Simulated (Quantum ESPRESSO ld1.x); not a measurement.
One sound ld1.x (Quantum ESPRESSO 7.5) input for the neon ion Ne3+ gives E = -124.1196 hartree in 26 iterations:

```
 &input
    zed=10.0,
    iswitch=1,
    rel=1,
    dft='PBE',
    config='[He] 2s2 2p3',
    verbosity='high',
    prefix='ld1',
    max_out_wfc=37,
    file_charge='ld1.rho',
 /
```

Changed or added lines, one case at a time, and what came of them:

- atom='Xx' (without zed): crashed. The symbol names no element; the program warns, takes a nuclear charge of zero and dies without a result.
- config='[He] 2s2 2p3 1s1': refused. The program stops in el_config with "wavefunction 1S found too many times": the bracketed core already holds 1s.
- noscf=.true.: ran as typed. With noscf the program prints the levels of a bare nucleus, with no screening and no total energy; they are not those of the atom.
- relpert=.true.: refused. The program stops in ld1_readin with "perturbative SO-splitting for AE calculations with rel=0 only": the perturbative correction needs rel = 0.
- atom='Ne': harmless. atom and zed name the same element, and the result equals that of the sound run.
- config='[He] 2s2 2p3 5g1': refused. The program stops in el_config with "l not found:G": the config string knows s, p, d and f alone.
- zval=1: refused. The program stops in ld1_readin with "reading input namelist": the namelist holds a keyword that &input does not know.
